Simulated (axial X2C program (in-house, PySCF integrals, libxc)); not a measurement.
Which functional? An output for SnSi

An SCF output computed with an axial X2C code built on PySCF integrals for SnSi at 2.515 Å, two-component, state Ω = 1, Sn dyall-cv3z [11s12p9d4f1g], Si dyall-v3z [8s7p2d1f] (cores contracted in-house), without its first line:

```
basis functions 175  fitting functions 949  grid points 5083
iter        total energy     max residual
   1      -6456.874480909     8.21e-01
   2      -6456.891548183     1.18e-02
   3      -6456.876930640     2.33e-02
   4      -6456.884079780     1.58e-02
   5      -6456.893041592     1.11e-03
   6      -6456.893080496     4.28e-04
   7      -6456.893086704     6.69e-05
   8      -6456.893086835     1.93e-05
   9      -6456.893086841     2.74e-06
  10      -6456.893086841     1.39e-06
converged
one-electron -9179.84730318  Coulomb 2759.50180636  exact exchange 0.00000000  xc functional -180.27733951  nuclear repulsion 147.28590364  atomic mean-field constant -3.55615415
```

**Question.** Which level of theory produced it?
A. LDA
B. HF
C. PBE0

**Answer.** A. The exact-exchange term against the functional term shows a share of 0 of exact exchange.
